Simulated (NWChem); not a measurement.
InH₂O₂Cl; SMILES [OH][In]([OH])[Cl]

```xyz
6

In    -0.0066     0.2589     0.0000
Cl    -0.0313    -2.0747     0.0000
O     -1.7295     1.2363     0.0000
H     -1.5818     2.1904     0.0000
O      1.7246     1.2346     0.0000
H      2.4743     0.6269     0.0000
```
Atoms are numbered in this order, from 1.

Program: NWChem. Structure relaxed at the PBE0/def2-SVP level. No frequency run checked for a minimum. def2 effective core potentials on In; no spin-orbit coupling. Ions are spin-unrestricted doublets at the neutral geometry; other ion states weren't tried.

### Question
What does the run give for PBE/def2-SVP? Quantities: −ε(HOMO) (eV).

### Answer
```yaml
"−ε(HOMO) (eV)": 6.87
```
